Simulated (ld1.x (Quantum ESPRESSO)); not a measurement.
## Configuration tests for Nb (Z = 41) (TM)

niobium (Nb), norm-conserving Troullier–Martins (Kleinman–Bylander form), made with ld1.x (Quantum ESPRESSO) 7.5 (PW91, scalar-relativistic). Core [Ar] 3d10, reference 4s2 4p6 4d4 5s1 5p0. Waves: 4s (bound): rc 1.15 bohr; 4p (bound): rc 1.60 bohr; 4d (bound): rc 2.35 bohr. Local part: all-electron potential smoothed inside 1.70 bohr (lloc = -1). Core correction: none.

Occupied shells without a wave of their own: 5s. They enter only through the test configuration that unscreens the potential.

Energies are relative to the spin-unpolarised reference configuration 4s2 4p6 4d4 5s1 5p0; without spin polarisation the order of configurations can differ from experiment.

**Question.** Give the all-electron excitation energy and the error of the potential for: 4s2 4p6 4d4 5s0 5p0; 4s2 4p6 4d3 5s0 5p0; 4s2 4p6 4d2 5s0 5p0; 4s1 4p6 4d4 5s1 5p0; 4s2 4p6 4d3 5s2 5p0; 4s2 4p6 4d3 5s1 5p1; 4s2 4p6 4d3 5s1 5p0.

**Answer.**

| valence configuration | charge | ΔE all-electron (eV) | error AE − PS (meV) |
| --- | --- | --- | --- |
| 4s2 4p6 4d4 5s0 5p0 | +1 | 6.685 | +72 |
| 4s2 4p6 4d3 5s0 5p0 | +2 | 20.780 | +110 |
| 4s2 4p6 4d2 5s0 5p0 | +3 | 45.565 | +166 |
| 4s1 4p6 4d4 5s1 5p0 | +1 | 64.084 | -58 |
| 4s2 4p6 4d3 5s2 5p0 | 0 | -0.522 | -64 |
| 4s2 4p6 4d3 5s1 5p1 | 0 | 2.807 | -2.7 |
| 4s2 4p6 4d3 5s1 5p0 | +1 | 7.070 | +2.1 |

ld1.x printed “convergence not achieved” for 7 of the counted tests; their residual had stalled under 1e-8, short of the target of 1e-14.
